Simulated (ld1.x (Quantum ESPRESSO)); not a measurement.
# Logarithmic derivatives: Ce (Z = 58), ultrasoft

cerium (Ce), ultrasoft, made with ld1.x (Quantum ESPRESSO) 7.5 (PBE, fully relativistic). Core [Kr] 4d10, reference 4f1 5s2 5p6 5d1 6s1.75 6p0.25. Waves: 5s (bound): rcut 2.45, rcutus 2.75 bohr; 6s (bound): rcut 2.45, rcutus 2.75 bohr; 5p (bound): rcut 2.30, rcutus 2.65 bohr; 6p (bound): rcut 2.30, rcutus 2.65 bohr; 5d (bound): rcut 2.05, rcutus 2.75 bohr; 5d channel at 4.35 Ry: rcut 2.05, rcutus 2.75 bohr; 4f (bound): rcut 0.85, rcutus 0.95 bohr; 4f channel at 1.95 Ry: rcut 0.85, rcutus 0.95 bohr. Local part: all-electron potential smoothed inside 1.95 bohr (lloc = -2). Core correction: a·sin(br)/r model core inside 0.90 bohr. Augmentation charge: built from norm-conserving waves at rcut, not smoothed further.

Open shells are filled in proportion to 2j + 1 (rel_dist='average').

The phase is arctan(r·u′/u) with u = r·R(r), unwrapped; energies in Ry, scanned from -5 to 5 Ry. A pole is an energy at which the radial function vanishes at the test radius. The pseudo phase is shifted by a multiple of π to meet the all-electron one at the reference energy, and phase errors are pseudo minus all-electron; the curves can meet again beyond the range given. Levels narrower than the energy grid can be missing from the lists of poles.

| channel | radius (bohr) | reference energy (Ry) | poles, all-electron | poles, pseudo | unbroken range about the reference energy with phases within 0.05 rad | phase error 1 Ry above the reference energy (rad) |
| --- | --- | --- | --- | --- | --- | --- |
| s | 2.99 | -0.29 | -2.91, 2.89 | -3.04 | not even at the reference energy | +1.854 |
| p1/2 | 2.99 | -0.12 | -1.67, 3.91 | -1.79, -0.72 | not even at the reference energy | +0.795 |
| p3/2 | 2.99 | -0.11 | -1.42, 4.23 | -1.56, -0.99 | not even at the reference energy | +0.508 |
| d3/2 | 2.99 | -0.25 | 0.58 | 0.55 | not even at the reference energy | +0.005 |
| d5/2 | 2.99 | -0.24 | 0.63 | 0.61 | not even at the reference energy | +0.004 |
| f5/2 | 2.99 | -0.43 | -0.38, 3.25 | -0.54, 3.12 | not even at the reference energy | -0.059 |
| f7/2 | 2.99 | -0.41 | -0.35, 3.26 | -0.51, 3.13 | not even at the reference energy | -0.061 |

A Bessel basis up to 400 Ry misses an occupied level by 2.05 Ry, so cutoffs and ghosts were not judged. The potential misses its own reference levels by up to 2.1 eV, so it is not fit for use.

Phases in the d3/2 channel:

| E (Ry) | all-electron | pseudo |
| --- | --- | --- |
| -5.00 | 1.416 | 1.416 |
| -4.74 | 1.411 | 1.411 |
| -4.48 | 1.406 | 1.406 |
| -4.22 | 1.400 | 1.401 |
| -3.96 | 1.394 | 1.394 |
| -3.70 | 1.387 | 1.387 |
| -3.44 | 1.379 | 1.379 |
| -3.18 | 1.370 | 1.370 |
| -2.92 | 1.359 | 1.359 |
| -2.66 | 1.347 | 1.347 |
| -2.40 | 1.331 | 1.331 |
| -2.14 | 1.312 | 1.311 |
| -1.88 | 1.288 | 1.284 |
| -1.62 | 1.254 | 1.248 |
| -1.36 | 1.206 | 1.192 |
| -1.10 | 1.128 | 1.096 |
| -0.84 | 0.978 | 0.890 |
| -0.58 | 0.595 | 0.276 |
| -0.32 | -0.440 | -0.842 |
| -0.06 | -1.170 | -1.296 |
| 0.20 | -1.418 | -1.463 |
| 0.46 | -1.535 | -1.549 |
| 0.72 | -1.607 | -1.604 |
| 0.98 | -1.662 | -1.645 |
| 1.24 | -1.710 | -1.679 |
| 1.50 | -1.759 | -1.710 |
| 1.76 | -1.816 | -1.740 |
| 2.02 | -1.888 | -1.773 |
| 2.28 | -1.995 | -1.810 |
| 2.54 | -2.177 | -1.855 |
| 2.80 | -2.541 | -1.912 |
| 3.06 | -3.231 | -1.993 |
| 3.32 | -3.880 | -2.118 |
| 3.58 | -4.207 | -2.336 |
| 3.84 | -4.372 | -2.757 |
| 4.10 | -4.467 | -3.434 |
| 4.36 | -4.530 | -3.987 |
| 4.62 | -4.574 | -4.282 |
| 4.88 | -4.608 | -4.448 |
